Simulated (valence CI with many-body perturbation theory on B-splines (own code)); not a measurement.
The numbers below are computed, except where a source is named.
**Hyperfine factors and g values of P9+**

Method: configuration interaction combined with many-body perturbation theory (CI+MBPT): four valence electrons over a frozen Dirac-Fock core [He], a basis of 11 s, 11 p, 10 d, 8 f, 5 g, 2 h functions for each j, with the one-electron correlation potential Σ1 (screened to all orders), the two-electron term Σ2, the three-electron term Σ3, Breit, model QED; selected single and double excitations, second order for the rest, scaled by the run's own slope (own B-spline code, finite nucleus).

No measured spectrum was set against this ion. As an estimate, levels of excited configurations hold to 0.05 to 0.15 % of their energy, terms of the ground configuration to about 0.5 %. Among the levels kept, up to 940 cm⁻¹ of a level comes from second order outside the variational space, and about a tenth of that is noise between levels of different J, which matters for small intervals.

A/g_I is the dipole constant over the nuclear g factor μ/I (μ in nuclear magnetons, uniformly magnetised nucleus), B/Q the quadrupole constant per barn. Both hold the static response of the core; the bare values leave it out. Large factors of s and p1/2 electrons are usually good to 5 to 10 %; those of open d and f shells near neutrality can be off by tens of per cent, and small factors of p3/2, d and f electrons come from cancelling terms and can be off by a factor of two or in sign, in half-filled shells by more. B is blank for J = 1/2, where it vanishes, and for nearly pure S terms. Energies count from the lowest level. Levels with J = 0 are left out.

Names give the largest LS component (configuration and term), which can be under half, so a name can repeat, a term be missing and a line seem to break the LS rules; names also repeat where a configuration has a term twice.

```csv
Level,E (cm⁻¹),g,A/g_I (MHz),A/g_I bare,B/Q (MHz/b),B/Q bare
2s2 2p2 3P_1,3673,1.500,-160,546,3880,3910
2s2 2p2 3P_2,9022,1.496,5270,5890,-7660,-7730
2s2 2p2 1D_2,59861,1.003,7800,7800,15300,15400
2s 2p3 5S°_2,167450,2.001,18000,18400,,
2s 2p3 3D°_2,323250,1.169,11000,10900,2420,2440
2s 2p3 3D°_3,323300,1.333,18800,18500,-84.0,-89.3
2s 2p3 3D°_1,323450,0.503,-12300,-11800,1210,1220
2s 2p3 3P°_1,380110,1.496,26600,26100,-1300,-1310
2s 2p3 3P°_2,380340,1.497,21500,21100,-2350,-2370
2s 2p3 1D°_2,485120,1.000,8110,8100,-281,-270
2s 2p3 3S°_1,490910,1.991,-19800,-16800,,
2s 2p3 1P°_1,542510,1.008,7610,7640,213,209
2p4 3P_2,742780,1.497,3360,4470,7240,7300
2p4 3P_1,749180,1.500,-1330,-145,-3660,-3690
2p4 1D_2,793450,1.002,8190,8190,-14800,-14900
2s2 2p 3s 3P°_1,1956200,1.475,17600,17300,-3510,-3540
2s2 2p 3s 3P°_2,1963600,1.500,8220,8400,8170,8240
2s2 2p 3s 1P°_1,1977100,1.024,4590,4940,7580,7650
2s2 2p 3p 1P_1,2036000,0.909,10600,10400,-3590,-3620
2s2 2p 3p 3D_1,2044400,0.627,5630,5290,2040,2050
2s2 2p 3p 3D_2,2046300,1.169,5980,6070,4030,4060
2s2 2p 3p 3D_3,2052600,1.333,2990,3290,10200,10300
2s2 2p 3p 3S_1,2059900,1.902,-1230,-426,-230,-232
2s2 2p 3p 3P_1,2067400,1.562,3880,4380,2900,2920
2s2 2p 3p 3P_2,2069900,1.492,4790,5160,-4020,-4060
2s2 2p 3p 1D_2,2095600,1.005,4950,4980,9880,9960
2s 2p2 3s 5P_1,2133600,2.501,33000,32700,-821,-829
2s 2p2 3s 5P_2,2136900,1.834,19400,19200,8250,8330
2s2 2p 3d 3F°_2,2140800,0.760,6180,5990,1390,1410
2s 2p2 3s 5P_3,2141300,1.667,19400,19200,-8300,-8370
2s2 2p 3d 3F°_3,2145500,1.088,3490,3510,4570,4620
2s2 2p 3d 1D°_2,2147400,0.925,456,360,-4340,-4360
```

(1) Take the isotope of mass number 31, with I = 1/2, μ = 1.13093 μN. What is the hyperfine structure of 2s 2p3 3D°_3?

Answers

(1) From the table A = 42600 MHz. Shifts from the centre of gravity in MHz: F = 5/2: -85200, F = 7/2: 63900.
